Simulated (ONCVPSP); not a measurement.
**Plane-wave convergence, ONCV potential for silicon**

* Element: Si (Z = 14)
* Generator: ONCVPSP 4.0.1
* Type: optimised norm-conserving Vanderbilt (ONCV)
* Functional: revPBE
* Relativity: scalar-relativistic
* Frozen core: [Ne]
* Valence charge: 4
* Reference configuration: 3s2 3p0.5 (charge +1.5)
* Partial waves: 3s: rc 1.60 bohr, ncon 4, nbas 9, qcut 3.6 1/bohr, 2 projectors, debl 2.8 Ha; 3p: rc 1.75 bohr, ncon 4, nbas 7, qcut 5.5 1/bohr, 1 projector
* Local potential: polynomial inside 1.25 bohr (lpopt 1, dvloc0 0 Ha)
* Core correction: none

For each optimised wave give the share of its norm inside rc, the residual kinetic energy above qcut (Ha) and the cutoffs (Ha) for errors of 10, 1, 0.1 and 0.01 mHa per electron.

| wave | norm inside rc | residual KE | 10 mHa | 1 mHa | 0.1 mHa | 0.01 mHa |
| --- | --- | --- | --- | --- | --- | --- |
| 3s | 0.309 | 2.9e-03 | 5.0 | 10.7 | 55.5 | 89.9 |
| s projector 2 | 0.083 | 3.0e-02 | 7.7 | 18.6 | 76.2 | 121.9 |
| 3p | 0.273 | 8.2e-06 | 2.4 | 4.1 | 8.7 | 12.3 |

The occupied waves need 11 Ha and 55 Ha for 1 and 0.1 mHa. Note: no bound ghost flagged; GHOST(+) flagged for s at 125.1 eV.
